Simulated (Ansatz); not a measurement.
Input for Ansatz (a program for electronic structure): R-PBE0/def2-TZVPP on BrHOSe (SMILES O[Se]Br), a point of a torsion scan.

Ansatz 0.2 input:
```yaml
crystal:
  periodic: [false, false, false]
  atoms:
    - {symbol: O, position_ang: [-1.10957837, 0.09667990, 0.29792518]}
    - {symbol: Se, position_ang: [0.34647342, 1.06810648, -0.15212489]}
    - {symbol: Br, position_ang: [1.67700862, -0.59567566, -0.98705909]}
    - {symbol: H, position_ang: [-1.21921673, -0.66528065, -0.27918623]}
basis:
  gaussian:
    orbitals: def2-TZVPP
hamiltonian:
  xc: {name: PBE0}
scf: {lower_state_search: off}
```

Problem. Give the final energy of this run.

Solution. -5050.8967 hartree.
